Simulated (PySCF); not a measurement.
**Question.** Give a GFN2-xTB geometry of `CC#CC(F)(F)C(=O)[O-]`. (Charge -1.)

**Answer.** 
```xyz
12
C5H3F2O2 angstrom
C      2.5001   -0.0631   -0.3913
C      1.1315    0.0609    0.0674
C     -0.0029    0.1598    0.4525
C     -1.4039    0.2341    0.7729
F     -1.7601    1.5146    1.1487
F     -1.7017   -0.5318    1.8830
C     -2.2828   -0.2683   -0.5523
O     -2.4735   -1.4730   -0.5642
O     -2.5648    0.6464   -1.3081
H      3.1455   -0.3953    0.4239
H      2.8570    0.9020   -0.7530
H      2.5567   -0.7870   -1.2055
```

Any rigid rotation of these coordinates is as good. Atoms count from 1 in this order. The C–C distances run from 1.202 Å (C2≡C3, drawn triple) to 1.668 Å (C4–C7, drawn single), a spread of 0.466 Å. C7 (carboxylate carbon) is planar (angles 134.3°, 112.8° and 112.8°, sum 360.0°, 0.01 Å off the plane of its three neighbours).

Bonds between heavy atoms (Å): C1–C2 1.449, C2≡C3 1.202, C3–C4 1.439, C4–F5 1.381, C4–F6 1.381, C4–C7 1.668, C7=O8 1.220, C7–O9 1.220.

The geometry is computed with GFN2-xTB (gas phase).

Whether it is a minimum is left open (no frequencies). Torsions: C3–C4–C7–O8 88°.

One conformer stands for the species.
